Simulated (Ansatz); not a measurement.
TcF, multiplicity 7 (lowest of 2S+1 = 1, 3, 5, 7 at CCSD(T)/def2-TZVPP on PBE0 minima; our sources give no spin for the ground state, which may be another), most abundant isotopes (96.9064 and 18.9984 u). Constants from fifth-degree fits in 1/R to seven points on the lowest solution found; no spin–orbit coupling, no relativity up to Kr; ω_e x_e and α_e move by some per cent with the fit.

Correlated levels freeze the inner cores; with def2 sets outer-core shells near the valence are correlated too. CBS: X⁻³ extrapolation of the correlation energy, Hartree–Fock from the larger set.

The values were computed with Ansatz (a first-principles code). Values without a source in brackets are computed. In def2 rows elements past Kr take small-core potentials, without spin–orbit coupling.

```tsv
level	r_e (Å)	ω_e (cm⁻¹)	ω_e x_e (cm⁻¹)	α_e (cm⁻¹)
PBE/def2-TZVPP	1.9722	546.3	2.79	0.00193
CCSD(T)/CBS(def2-TZVPP, def2-QZVPP)	1.9767	558.1	2.62	0.00179
```

Problem. Derive the rotational constants, the centrifugal constant, the fundamental, the zero-point energy and the force constant.

Solution. 
μ = 15.88430 u.
- PBE/def2-TZVPP: B_e = 16.8576/(μ r_e²) = 0.27285 cm⁻¹; B₀ = B_e − α_e/2 = 0.27189 cm⁻¹; D = 4B_e³/ω_e² = 2.72e-07 cm⁻¹; fundamental ω_e − 2ω_e x_e = 541 cm⁻¹; zero-point energy ω_e/2 − ω_e x_e/4 = 272 cm⁻¹; k = μ(2πcω_e)² = 279 N/m
- CCSD(T)/CBS(def2-TZVPP, def2-QZVPP): B_e = 16.8576/(μ r_e²) = 0.27161 cm⁻¹; B₀ = B_e − α_e/2 = 0.27072 cm⁻¹; D = 4B_e³/ω_e² = 2.57e-07 cm⁻¹; fundamental ω_e − 2ω_e x_e = 553 cm⁻¹; zero-point energy ω_e/2 − ω_e x_e/4 = 278 cm⁻¹; k = μ(2πcω_e)² = 292 N/m
